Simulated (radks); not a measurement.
Values are calculated unless marked as measured or tabulated.
Valence configurations of neutral carbon (all share [He]). Level of theory: scalar-relativistic Kohn-Sham, PBE, spin-polarised, spherical densities, finite nucleus; open shells are filled with parallel spins first; Fermi nuclear charge, rms radius 2.4702 fm (a radial shooting solver on a logarithmic mesh with Libxc functionals). Energies are relative to 2s2 2p2; eigenvalues in eV for spin up.

valence      E (eV)  moment (Bohr magnetons)   e(2p)    e(2s)
2s2 2p2       0.000                        2  -6.095  -14.642
2s1 2p3       3.992                        4  -6.827  -15.492
2s0.5 2p3.5  10.819                        3  -7.135  -15.785
2p4          16.850                        2  -7.096        -
2s1.5 2p2.5   2.484                        3  -6.541  -15.154

NIST lists [He] 2s2 2p2 as the ground configuration; this level of theory agrees among the configurations tried. The energies are those of spherical high-spin densities, not of single terms.
